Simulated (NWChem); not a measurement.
System: InHBrF; SMILES [F][InH][Br]

The following NWChem deck was run.

```
start job
memory heap 200 mb stack 900 mb global 1100 mb
geometry units angstroms noautoz
  In    -0.268629    -0.849778     0.000000
  H     -1.748410    -1.688759     0.000000
  F      1.436886    -1.802815     0.000000
  Br     0.081846     1.593085     0.000000
end
basis spherical
  * library def2-svp
end
ecp
  In library def2-ecp
end
dft
  xc b3lyp
  iterations 150
  mulliken
end
task dft energy
```

Output (shortened):

```
             Northwest Computational Chemistry Package (NWChem) 7.3.0
             --------------------------------------------------------

 CS  symmetry detected

                             Geometry "geometry" -> ""
                             -------------------------

 Output coordinates in angstroms (scale by  1.889725989 to convert to a.u.)

  No.       Tag          Charge          X              Y              Z
 ---- ---------------- ---------- -------------- -------------- --------------
    1 In                  49.0000    -0.30371822    -0.80012443     0.00000000
    2 H                    1.0000    -1.80950180    -1.59148827     0.00000000
    3 F                    9.0000     1.37053683    -1.80706584     0.00000000
    4 Br                  35.0000     0.12448180     1.63031937     0.00000000

 Effective nuclear repulsion energy (a.u.)     554.4446105439

      Symmetry information
      --------------------

 Group name             Cs
 Group number              2
 Group order               2
 No. of unique centers     4

                                 NWChem DFT Module
                                 -----------------

 Summary of "ao basis" -> "ao basis" (spherical)
 ------------------------------------------------------------------------------
       Tag                 Description            Shells   Functions and Types
 ---------------- ------------------------------  ------  ---------------------
 In                         def2-svp                10       26   4s4p2d
 H                          def2-svp                 3        5   2s1p
 F                          def2-svp                 6       14   3s2p1d
 Br                         def2-svp                12       32   5s4p3d

      Symmetry analysis of basis
      --------------------------

        a'         54
        a"         23

            General Information
            -------------------
          SCF calculation type: DFT
          Wavefunction type:  closed shell.
          No. of atoms     :     4
          No. of electrons :    66
           Alpha electrons :    33
            Beta electrons :    33
          Charge           :     0
          Spin multiplicity:     1
          Use of symmetry is: on ; symmetry adaption is: on
          Maximum number of iterations: 150
          AO basis - number of functions:    77
                     number of shells:    31
          Convergence on energy requested:  1.00D-06
          Convergence on density requested:  1.00D-05
          Convergence on gradient requested:  5.00D-04

              XC Information
              --------------
                         B3LYP Method XC Potential
                     Hartree-Fock (Exact) Exchange  0.200
                        Slater Exchange Functional  0.800 local
                    Becke 1988 Exchange Functional  0.720 non-local
              Lee-Yang-Parr Correlation Functional  0.810
                  VWN I RPA Correlation Functional  0.190 local

             Grid Information
             ----------------
          Grid used for XC integration:  medium
          Radial quadrature: Mura-Knowles
          Angular quadrature: Lebedev.
          Tag              B.-S. Rad. Rad. Pts. Rad. Cut. Ang. Pts.
          ---              ---------- --------- --------- ---------
          In                  1.55      123           8.0       590
          H                   0.35       45          10.0       434
          F                   0.50       49          10.0       434
          Br                  1.15      112          10.0       590
          Grid pruning is: on
          Number of quadrature shells:   329
          Spatial weights used:  Erf1

      Superposition of Atomic Density Guess
      -------------------------------------

 Sum of atomic energies:       -2889.92790079

      Non-variational initial energy
      ------------------------------

 Total energy =   -2861.138579
 1-e energy   =   -4589.815976
 2-e energy   =    1461.336244
 HOMO         =      -0.388038
 LUMO         =      -0.037510

      Symmetry analysis of molecular orbitals - initial
      -------------------------------------------------

  Numbering of irreducible representations:

     1 a'          2 a"

  Orbital symmetries:

     1 a'          2 a'          3 a'          4 a'          5 a"
     6 a'          7 a'          8 a'          9 a'         10 a"
    11 a'         12 a'         13 a'         14 a"         15 a'
    16 a'         17 a"         18 a'         19 a"         20 a'
    21 a'         22 a'         23 a'         24 a"         25 a"
    26 a'         27 a'         28 a'         29 a"         30 a'
    31 a'         32 a"         33 a'         34 a'         35 a"
    36 a'         37 a'         38 a'         39 a"         40 a'
    41 a'         42 a"         43 a"

     ---------------------------------------------
      Total Density - Mulliken Population Analysis
     ---------------------------------------------

    Atom       Charge   Shell Charges
 -----------   ------   -------------------------------------------------------
    1 In  21    19.67   2.60 -0.60  0.70  0.34  3.24  2.76  0.46  0.13  9.71  0.35
    2 H    1     1.02   0.58  0.43  0.01
    3 F    9     9.79   1.99  1.16  0.81  3.58  2.24  0.00
    4 Br  35    35.52   2.00  2.00  2.00  1.37  0.58  6.00  5.99  2.40  3.17  8.23  1.73  0.05

[...]
```

Level: B3LYP/def2-SVP with def2 effective core potentials on In. Structure relaxed at the PBE0/def2-SVP level. B3LYP is NWChem's, with the RPA form of VWN correlation. def2 effective core potentials on In; no spin-orbit coupling.
